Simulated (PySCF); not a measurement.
**Spin states and ions at one geometry of Y2N2**

PySCF 2.14.0, RKS PBE, Y def2-SVP with ECP28, N def2-SVP; non-relativistic Hamiltonian with scalar-relativistic core potentials where named; density fitting; no spin-orbit coupling; singlets restricted, open shells unrestricted. The geometry is relaxed for charge 0, singlet, vacuum:

```xyz
4

Y     0.0000    0.0000    1.4970
Y     0.0000    0.0000   -1.4970
N     1.3725    0.0000    0.0000
N    -1.3725    0.0000    0.0000
```

Energies count from the relaxed state; an electron taken off or put on is at rest in vacuum. Charges and spins are Mulliken's.

| state | energy (eV) | spin squared | charge on Y1 (e) | spin on Y1 (e) | dipole about the centre of mass (D) |
| --- | --- | --- | --- | --- | --- |
| charge 0, singlet, vacuum | 0.00 | 0.00 | 0.40 | 0.00 | 0.00 |
| charge 0, triplet, vacuum | 1.19 | 2.01 | 0.34 | 0.56 | 0.00 |
| charge -1, doublet, vacuum | -0.72 | 0.76 | -0.12 | 0.55 | 0.00 |

Problem. What does the state charge +1, doublet, vacuum give?

Solution. energy (eV) 5.91, spin squared 0.76, charge on Y1 (e) 0.85, spin on Y1 (e) 0.01, dipole about the centre of mass (D) 0.00.

With an electron taken off (doublet) the charges change, summed by element, by Y +0.89 e, N +0.11 e. The vertical ionisation energy is 5.91 eV, against −ε(HOMO) = 3.42 eV of the relaxed state. The level lies 2.5 eV too high, as is usual for semilocal functionals and global hybrids, which keep a self-interaction error.

With an electron put on (doublet) the charges change, summed by element, by Y -1.04 e, N +0.04 e. The vertical electron affinity is 0.72 eV, against −ε(LUMO) = 2.26 eV of the relaxed state. The basis has no diffuse functions, which an added electron needs. The added electron's level lies above zero.

Open shells may have lower solutions than those found. Hard to converge, so the more doubtful: charge 0, triplet, vacuum.
